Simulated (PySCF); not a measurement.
C₃H₉N, charge -1, doublet, at the geometry of the source list (a state made from the parent by changing its charge; the spin is typed, not shown lowest) (in this run its highest filled SCF level lies above zero, so its values depend strongly on the basis, on diffuse functions most of all), with bond 9-3 at 2.0 times its length. Base run: HF/STO-3G run with PySCF.

Geometry (Å):
```xyz
13

C     -0.6142     1.1159     0.5641
C     -0.0901     0.0202    -0.3604
C      1.3506    -0.3412    -0.0090
N     -0.9202    -1.1667    -0.1885
H      0.0031     2.0067     0.4857
H     -0.6002     0.7610     1.5907
H     -1.6370     1.3781     0.3033
H     -0.1122     0.3999    -1.4017
H      2.0966    -1.8874    -1.3450
H      1.3918    -0.7163     1.0097
H      1.9930     0.5309    -0.0946
H     -0.6027    -1.9127    -0.7982
H     -1.8854    -0.9614    -0.4241
```
Charge -1, spin multiplicity 2.
Orbitals are unrestricted.
All else is at PySCF's defaults.
Base energy -170.79991 Eh.

The base run was repeated with changes; each row names its change, and settings that it needs were set with it.

```json
[
 {"change": "base", "ΔE vs base (mEh)": "0.000", "SCF cycles": "12", "<S^2>": "0.751", "outcome": "converged"},
 {"change": "init_guess = atom", "ΔE vs base (mEh)": "0.000", "SCF cycles": "13", "<S^2>": "0.751", "outcome": "converged"},
 {"change": "conv_tol = 1e-4", "ΔE vs base (mEh)": "0.002", "SCF cycles": "7", "<S^2>": "0.751", "outcome": "converged"},
 {"change": "solver = newton; init_guess = 1e", "ΔE vs base (mEh)": "0.000", "SCF cycles": "-", "<S^2>": "0.751", "outcome": "converged"},
 {"change": "diis_space = 4", "ΔE vs base (mEh)": "0.000", "SCF cycles": "14", "<S^2>": "0.751", "outcome": "converged"},
 {"change": "level_shift = 0.5 (with mf.max_cycle = 100)", "ΔE vs base (mEh)": "0.000", "SCF cycles": "19", "<S^2>": "0.751", "outcome": "converged"},
 {"change": "level_shift = 0.1 (with mf.max_cycle = 100)", "ΔE vs base (mEh)": "0.000", "SCF cycles": "13", "<S^2>": "0.751", "outcome": "converged"},
 {"change": "damp = 0.5; diis_start_cycle = 5", "ΔE vs base (mEh)": "0.000", "SCF cycles": "14", "<S^2>": "0.751", "outcome": "converged"},
 {"change": "diis = off (with mf.max_cycle = 100)", "ΔE vs base (mEh)": "0.000", "SCF cycles": "26", "<S^2>": "0.751", "outcome": "converged"},
 {"change": "diis_space = 12", "ΔE vs base (mEh)": "0.000", "SCF cycles": "12", "<S^2>": "0.751", "outcome": "converged"},
 {"change": "init_guess = mod_huckel", "ΔE vs base (mEh)": "0.000", "SCF cycles": "12", "<S^2>": "0.751", "outcome": "converged"},
 {"change": "DIIS = EDIIS", "ΔE vs base (mEh)": "-", "SCF cycles": "50", "<S^2>": "-", "outcome": "not converged"},
 {"change": "init_guess = huckel", "ΔE vs base (mEh)": "0.000", "SCF cycles": "15", "<S^2>": "0.751", "outcome": "converged"}
]
```

Open shells are given as the SCF converged; they aren't shown to be the lowest states, and a large step between rows can be another state.
